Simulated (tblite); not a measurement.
Species: C₆H₁₁FOSi.
Cartesian coordinates in Å at the GFN2-xTB level; atoms count from 1:
```
atom  x, y, z in Å
C1    -0.959    2.765   -0.860
C2    -0.903    1.578   -0.707
C3    -0.883    0.146   -0.539
F4    -0.776   -0.456   -1.821
C5     0.323   -0.303    0.286
C6     1.655    0.105   -0.343
C7     2.837   -0.364    0.495
Si8   -2.567   -0.523    0.156
O9    -2.539   -2.138    0.038
H10   -0.995    3.807   -0.978
H11    0.231    0.137    1.281
H12    0.291   -1.391    0.390
H13    1.723   -0.327   -1.344
H14    1.685    1.192   -0.446
H15    2.798    0.074    1.490
H16    2.831   -1.448    0.598
H17    3.775   -0.071    0.028
H18   -2.652   -0.275    1.586
H19   -3.626    0.072   -0.655
H20   -2.256   -2.570   -0.766
```

Method: GFN2-xTB as coded in tblite; computed harmonic values from a numerical Hessian at the method's own geometry, unscaled. The method is semi-empirical: single wavenumbers can be off by several per cent or more. Modes of hydrogen on silicon can be 10 to 20 % off. One conformer, not necessarily the lowest.

Harmonic wavenumbers (cm⁻¹): 42.4, 71.7, 77.1, 102.9, 115.0, 162.5, 171.6, 228.6, 237.4, 288.3, 329.2, 339.8, 368.2, 400.7, 491.4, 535.9, 586.2, 613.3, 673.9, 710.6, 727.8, 757.8, 778.5, 804.0, 871.0, 903.8, 925.3, 945.6, 992.7, 1083.5, 1098.3, 1132.8, 1173.5, 1240.1, 1282.8, 1297.8, 1364.7, 1416.4, 1471.0, 1494.6, 1505.2, 1506.5, 2274.3, 2297.2, 2353.5, 2963.6, 2977.1, 2981.2, 2990.9, 3027.7, 3031.4, 3039.9, 3397.0, 3633.2.

A = 1674, B = 934.6, C = 716.3 MHz; mass 146.056 u (most abundant isotopes); point group C1, symmetry number 1.

Task: Zero-point energy?

Result: Half the sum of the wavenumbers: 33144 cm⁻¹ = 94.76 kcal/mol.

Task: Give the ideal-gas entropy at 500 K and 1 bar in the rigid-rotor, harmonic-oscillator model (classical rotation).

Result: Translation 43.44, rotation 31.58, vibration 63.73: S = 138.8 cal/(mol K).

Task: And Cp and H(500 K) − H(0)?

Result: Cp = 64.61 cal/(mol K), of which vibrations give 56.66 (their classical limit is 54 R = 107.3); H(500 K) − H(0) = 19.78 kcal/mol without the zero-point energy, 15.81 from vibrations.

Task: Which modes carry the vibrational entropy at 500 K?

Result: 42.4 cm⁻¹: 6.17; 71.7 cm⁻¹: 5.13; 77.1 cm⁻¹: 4.98; 102.9 cm⁻¹: 4.41; 115.0 cm⁻¹: 4.19; 162.5 cm⁻¹: 3.52 cal/(mol K); the other 48 give 35.33 together.

Task: What must be added to the electronic energy to get the Gibbs energy at 500 K and 1 bar?

Result: ZPE + [H(500 K) − H(0)] − T·S = 94.76 + 19.78 − 69.38 = 45.16 kcal/mol.

Task: How do the functions run with temperature in this model?

Result: 
| T (K) | S (cal/(mol K)) | Cp (cal/(mol K)) | H − H(0) (kcal/mol) | G − H(0) (kcal/mol) | ln q(vib) |
| --- | --- | --- | --- | --- | --- |
| 50 | 61.1 | 15.4 | 0.54 | -2.51 | 0.71 |
| 100 | 74.1 | 23.0 | 1.51 | -5.90 | 2.40 |
| 298.15 | 110.1 | 46.4 | 8.46 | -24.38 | 9.47 |
| 373.15 | 121.4 | 54.0 | 12.23 | -33.07 | 12.02 |
| 750 | 167.9 | 79.0 | 37.88 | -88.05 | 23.70 |
| 1000 | 192.0 | 88.6 | 58.90 | -133.13 | 30.47 |

q(vib) and H(0) count from the zero-point level.

Task: Blend soft modes into free rotors: weight 1/[1 + (100 cm⁻¹/ν̃)⁴] for the oscillator and the rest for a rotor with moment μB/(μ + B), μ = h/(8π²ν), B = 10⁻⁴⁴ kg m². What vibrational entropy results?

Result: 58.70 cal/(mol K) in place of 63.73, which changes −T·S at 500 K by +2.52 kcal/mol.

Hindered rotation and anharmonicity are outside this model. Other conformers, if any are populated, would add a mixing term that is left out. The structure is chiral; the term R ln 2 for an equal mix with its mirror image is left out.

The run took 0.86 s wall on Arm Neoverse V1, one thread, no GPU, shared host. This covers the Hessian and the dipole derivatives.
